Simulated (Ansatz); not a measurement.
Cost and result up the ladder for Zn₁₀O₁₀ (20 atoms). Charge 0, multiplicity 1. Geometry: r2SCAN-D4/def2-SVP.

```xyz
20

Zn   -4.597   -1.791    0.301
Zn    4.666   -1.263   -0.509
Zn   -4.677    1.276    0.443
Zn    0.183   -5.030   -0.211
Zn   -2.762   -4.237    0.090
Zn   -3.019    3.862    0.446
Zn    2.767    4.222   -0.027
Zn    4.619    1.800   -0.314
Zn    3.000   -3.845   -0.479
Zn   -0.179    5.007    0.261
O     1.493    5.120    0.776
O     4.174   -2.782   -1.231
O    -4.231    2.813    1.156
O    -4.070   -3.365    0.866
O     5.227    0.238    0.202
O    -5.195   -0.243   -0.264
O    -1.855    4.972   -0.253
O    -1.500   -5.179   -0.681
O     4.085    3.388   -0.829
O     1.871   -4.964    0.259
```

Ansatz on 2 threads of AMD EPYC 7R13 on a shared host and a share (18 GiB) of an NVIDIA H100 80GB HBM3. Times are rough, and most runs start from the orbitals of an earlier one. No level here is sound enough to serve as a yardstick. Binding counts from free atoms at the same level (Zn singlet, O triplet; other spins of the atoms weren't run), without zero-point energy or a counterpoise term.

Correlated methods freeze 100 core orbitals. The rows differ in basis, and correlated rows in double-zeta sets carry the largest basis error. Single mean-field runs in def2-SVP, def2-TZVP are fitted with def2-universal-jkfit. Another isomer (singlet) lies 1.11 eV lower at PBE0-D4/def2-TZVP; other spin states weren't run for this one.

Correlated methods converge slowly with the basis, most of all in double-zeta sets.

```
                        level  functions  wall time  binding energy per atom (eV)
             PBE0-D4/def2-SVP        450        4 s                          2.80
                 MP2/def2-SVP        450      4.4 s                          2.81
PBE-D4/def2-SVP (with forces)        450      4.5 s                          3.04
          r2SCANh-D4/def2-SVP        450      4.7 s                          2.95
             PBE-D4/def2-TZVP        790      4.8 s                          2.93
           r2SCAN-D4/def2-SVP        450      5.5 s                          3.06
            PBE0-D4/def2-TZVP        790      5.5 s                          2.75
             RPA@PBE/def2-SVP        450      6.5 s                          2.23
```
